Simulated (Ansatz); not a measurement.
C8H12, triplet, geometry from GFN2-xTB (a higher spin typed on purpose: for a closed-shell molecule this is an excited state); Ansatz (a first-principles code) with B3LYP/STO-3G.

Ansatz was given this input:
Ansatz 0.2 input:
```yaml
crystal:
  periodic: [false, false, false]
  atoms:
    - {symbol: C, position_ang: [-0.70828786, -1.71453506, -0.20008818]}
    - {symbol: C, position_ang: [0.70628698, -1.71604758, -0.19410523]}
    - {symbol: C, position_ang: [1.51785443, -0.59492883, -0.59285083]}
    - {symbol: C, position_ang: [1.51405403, 0.59168699, 0.60567432]}
    - {symbol: C, position_ang: [0.70828786, 1.71453506, 0.20008818]}
    - {symbol: C, position_ang: [-0.70628698, 1.71604758, 0.19410523]}
    - {symbol: C, position_ang: [-1.51785443, 0.59492883, 0.59285083]}
    - {symbol: C, position_ang: [-1.51405403, -0.59168699, -0.60567432]}
    - {symbol: H, position_ang: [-1.19959199, -2.50912615, 0.34426658]}
    - {symbol: H, position_ang: [1.19126860, -2.51168255, 0.35437875]}
    - {symbol: H, position_ang: [1.15724154, -0.09450629, -1.48685965]}
    - {symbol: H, position_ang: [2.56158258, -0.86991102, -0.71728077]}
    - {symbol: H, position_ang: [2.55727795, 0.86443772, 0.73893104]}
    - {symbol: H, position_ang: [1.14482246, 0.09204483, 1.49659626]}
    - {symbol: H, position_ang: [1.19959199, 2.50912615, -0.34426658]}
    - {symbol: H, position_ang: [-1.19126860, 2.51168255, -0.35437875]}
    - {symbol: H, position_ang: [-1.15724154, 0.09450629, 1.48685965]}
    - {symbol: H, position_ang: [-2.56158258, 0.86991102, 0.71728077]}
    - {symbol: H, position_ang: [-1.14482246, -0.09204483, -1.49659626]}
    - {symbol: H, position_ang: [-2.55727795, -0.86443772, -0.73893104]}
basis:
  gaussian:
    orbitals: STO-3G
hamiltonian:
  xc: b3lyp
magnetization: {spin_polarized: true, initial_magnetization: 2}
scf: {lower_state_search: light}
```

What the program printed (banner, timings and long lists left out):

```
Functional definition: B3LYP
740 factors; integrals over basis functions are off by at most 3.6e-5 eV
mean field evaluation 1: about -8383.5581 eV, gradient 5.8e0 eV
mean field evaluation 2: about -8383.6644 eV, gradient 5.4e0 eV
mean field evaluation 4: about -8383.8316 eV, gradient 1.0e-1 eV
mean field evaluation 8: about -8383.7423 eV, gradient 8.4e-3 eV
mean field evaluation 16: about -8383.8028 eV, gradient 3.8e-1 eV
mean field evaluation 32: about -8383.7423 eV, gradient 2.2e-3 eV
mean field -8383.87803846 eV, -308.1018351167 hartree, gradient 1.7e-5 eV, S^2 2.006178; 4 other end points of the search recorded, 0 dependent functions left out
reference -8383.87827457 eV, -308.1018437938 hartree; 31, 29 occupied and 21, 23 virtual orbitals, 740 factors
Total energy: -8383.87827457 eV, -308.1018437938 hartree
```
